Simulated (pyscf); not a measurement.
H₂N–Si(OH)(SiH₃)–SiH₃, singlet

Gas-phase minimum from PySCF at ωB97X-D3(BJ)/def2-SVP, one conformer. 

SMILES: [SiH3][Si](O)(N)[SiH3]
```xyz
14

N      1.4440    -0.1268    -0.3666
Si     0.2329     1.1091    -0.3137
O      0.4894     2.4555    -1.2927
Si    -1.7465     0.0358    -0.9372
Si     0.2027     1.9623     1.8495
H      2.3697     0.0213     0.0228
H      1.4586    -0.8345    -1.0934
H      0.4597     2.3057    -2.2439
H     -2.1360    -0.9950     0.0711
H     -2.8703     1.0087    -1.0850
H     -1.5577    -0.6519    -2.2552
H     -0.2914     0.9150     2.7941
H     -0.6890     3.1546     1.9535
H      1.5835     2.3549     2.2684
```
Charge 0, spin multiplicity 1.

Bond lengths (Å): N1–Si2 1.731, N1–H6 1.015, N1–H7 1.015, Si2–O3 1.684, Si2–Si4 2.336, Si2–Si5 2.326, O3–H8 0.963, Si4–H9 1.494, Si4–H10 1.494, Si4–H11 1.499, Si5–H12 1.494, Si5–H13 1.492, Si5–H14 1.495. Angles (°): Si2–N1–H6 121.5, Si2–N1–H7 122.0, H6–N1–H7 111.3, N1–Si2–O3 116.5, N1–Si2–Si4 104.9, N1–Si2–Si5 107.4, O3–Si2–Si4 109.9, O3–Si2–Si5 104.4, Si4–Si2–Si5 113.9, Si2–O3–H8 116.4, Si2–Si4–H9 111.0, Si2–Si4–H10 111.4, Si2–Si4–H11 109.8, H9–Si4–H10 108.7 (the first ones only).

Properties at ωB97X-D3(BJ)/def2-SVP:

| Quantity | Result |
|---|---|
| Harmonic wavenumbers, unscaled | 77, 85, 92, 128, 150, 200, 224, 281, 330, 374, 419, 449, 520, 546, 547, 553, 781, 811, 843, 898, 902, 918, 951, 954, 957, 958, 1558, 2215, 2233, 2240, 2243, 2246, 2252, 3611, 3708, 3917 cm⁻¹ |
| Zero-point energy | 57.4 kcal/mol |
| Rotational symmetry number | 1 |
| Entropy of this conformer at 298 K and 1 atm, rigid rotor and harmonic oscillator, modes under 100 cm⁻¹ raised to 100 | 410.7 J/(mol K) |
| Dipole moment | 2.46 D |

Single-point totals, which compare only within one level:

```tsv
level	total energy (hartree)
ωB97X-D3(BJ)/def2-TZVP	-1004.14553
PBE/def2-TZVP	-1003.41013
r²SCAN/def2-TZVP	-1003.87052
B3LYP-D3(BJ)/def2-TZVP	-1004.11470
PBE0-D3(BJ)/def2-TZVP	-1003.51700
M06-2X/def2-TZVP	-1003.89252
ωB97M-D3(BJ)/def2-TZVP	-1004.17345
```

Soft torsions are taken as harmonic, which can shift the entropy by several J/(mol K).
